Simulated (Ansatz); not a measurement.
```yaml
crystal:
  periodic: [false, false, false]
  atoms:
    - {symbol: Si, position_ang: [-0.109109, 1.070209, -0.805229]}
    - {symbol: N, position_ang: [0.140951, -0.633166, -0.725478]}
    - {symbol: C, position_ang: [0.218094, -1.470054, 0.202054]}
    - {symbol: S, position_ang: [0.096359, -1.266652, 1.955439]}
    - {symbol: H, position_ang: [-1.319492, 1.307566, -1.628173]}
    - {symbol: H, position_ang: [-0.303219, 1.746822, 0.515488]}
    - {symbol: H, position_ang: [1.079561, 1.667602, -1.460409]}
    - {symbol: H, position_ang: [0.389351, -2.531359, -0.015751]}
    - {symbol: H, position_ang: [-0.103895, 0.062831, 1.944956]}
basis:
  gaussian: {orbitals: cc-pVTZ-DK}
hamiltonian: {xc: {name: LC-wPBE}, pseudopotentials: {relativity: scalar}}
accuracy: high
```

```sh
$ ansatz run in.yaml --threads 2 --pin off --events-out ev --progress --plain --max-ram 4352MiB
```

Shortened log:

```
Functional definition: LC-wPBE
3512 factors; integrals over basis functions are off by at most 4.0e-9 eV
714 factors; integrals over basis functions are off by at most 2.5e-9 eV
mean field evaluation 1: about -21358.6531 eV, gradient 4.6e1 eV
mean field evaluation 2: about -21357.2281 eV, gradient 5.3e1 eV
mean field evaluation 4: about -21362.9019 eV, gradient 2.5e0 eV
mean field evaluation 8: about -21362.9188 eV, gradient 2.6e-1 eV
mean field evaluation 16: about -21362.9194 eV, gradient 4.2e-5 eV
mean field -21362.91938540 eV, -785.0728071067 hartree, gradient 4.7e-8 eV, S^2 0.000000; 0 other end points of the search recorded, 0 dependent functions left out
reference -21362.91938540 eV, -785.0728071067 hartree; 24, 24 occupied and 174, 174 virtual orbitals, 3512 factors
Total energy: -21362.91938540 eV, -785.0728071067 hartree
Relativity: scalar
```

Hardware: 2 threads of an Arm Neoverse V2 on a shared host. Wall time 13 s, peak host memory 1.1 GiB.
